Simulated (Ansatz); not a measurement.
`C[SiH2][SiH2]C` → H• + `C[SiH][SiH2]C`•  (homolysis of the H–Si bond)

Program: Ansatz. Geometries: PBE0-D4/def2-TZVP. ΔE: electronic, gas phase. CCSD(T)/CBS adds triple-zeta CCSD(T) − MP2 to the extrapolated MP2 energy (def2 sets, frozen cores). This one scheme is used for every species, atoms too. Functionals use def2-TZVPP. No spin–orbit coupling; open shells (•) take unrestricted orbitals. Each species was taken in one conformer, which may not be the lowest.

CCSD(T)/CBS gives +94.7 kcal/mol.

**Question.** Another level gave +88.0 kcal/mol. Which?
A. PBE0/def2-TZVPP
B. ωB97M-V/def2-TZVPP
C. CCSD/def2-TZVPP
D. PBE/def2-TZVPP

**Answer.** D. PBE 88.0, ωB97M-V 94.6, CCSD/def2-TZVPP 92.8, PBE0 89.0 kcal/mol.

Largest T1 diagnostic among the species: 0.013.

From PBE to PBE0 (25 % exact exchange), in def2-TZVPP and without D4, ΔE moves by +1.0 kcal/mol. In def2-TZVPP, CCSD(T) changes the Hartree–Fock value by +18.8 kcal/mol (the triples alone add +0.1 kcal/mol) and MP2 by +16.5 kcal/mol; breaking electron pairs costs correlation energy, which Hartree–Fock lacks.

CCSD(T)/CBS has its own doubt, a few kJ/mol and more with outer-core shells, so smaller differences from it don't rank the levels.
